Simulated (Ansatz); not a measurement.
`F[Si](Cl)(Cl)[O][GeH3]` → `[GeH3]`• + `[O][Si](F)(Cl)Cl`• at 500 K and 1 bar (homolysis of the Ge–O bond).

Gas-phase electronic energies from Ansatz, PBE0-D4/def2-TZVP geometries. CBS: MP2 limit from def2 TZ/QZ plus the TZ coupled-cluster correction, frozen cores. No spin–orbit coupling; open shells (•) take unrestricted orbitals. For Ge outer-core shells are correlated without core-valence functions, which leaves a few kJ/mol of doubt a bond. Scalar relativity is left out up to krypton. Each species was taken in one conformer, which may not be the lowest.

```json
{"species": "`F[Si](Cl)(Cl)[O][GeH3]`", "CCSD(T)/CBS energy (Eh)": "-3461.76595", "H − E (kJ/mol)": "147.9", "S (J/(mol·K))": "497.6"}
{"species": "`[GeH3]`•", "CCSD(T)/CBS energy (Eh)": "-2077.84911", "H − E (kJ/mol)": "72.8", "S (J/(mol·K))": "253.7"}
{"species": "`[O][Si](F)(Cl)Cl`•", "CCSD(T)/CBS energy (Eh)": "-1383.72661", "H − E (kJ/mol)": "61.1", "S (J/(mol·K))": "398.1"}
```

H − E and S are ideal-gas, rigid-rotor, harmonic terms from PBE0-D4/def2-TZVP, for one conformer and one mirror image of each species, with the whole ground term of open shells counted as degenerate. 1 Eh = 2625.50 kJ/mol, R = 8.31446 J/(mol·K).

Task: By hand: ΔE, ΔH, ΔS and ΔG.

Result: ΔE = (-2077.84911) + (-1383.72661) − (-3461.76595) = 0.19023 Eh = 499.4 kJ/mol. Δ(H − E) = 72.8 + 61.1 − 147.9 = -14.0, so ΔH = 485.4 kJ/mol. ΔS = 253.7 + 398.1 − 497.6 = 154.2 J/(mol·K). ΔG = 485.4 − 500 × (154.2)/1000 = 408.3 kJ/mol.

Task: By hand: the equilibrium constant, and the temperature at which ΔG would vanish if ΔH and ΔS stayed fixed.

Result: log₁₀ K = −ΔG/(RT ln 10) = -42.7. ΔG = 0 at ΔH/ΔS = 3148 K, far beyond where these terms or the molecules hold.

The number of gas molecules changes by +1, which sets the sign of ΔS. A doubt of 5 kJ/mol in ΔE shifts log₁₀ K by 0.5 here. Other conformers and mirror images would add mixing entropy, several J/(mol·K) or more a flexible species. Modes under 60 cm⁻¹, often nearly free rotors, make the harmonic entropy too high. These are equilibria of isolated gas molecules and say nothing of rates. Largest T1 diagnostic: 0.013 (customary marks: 0.02 for closed shells, 0.045 for open ones).
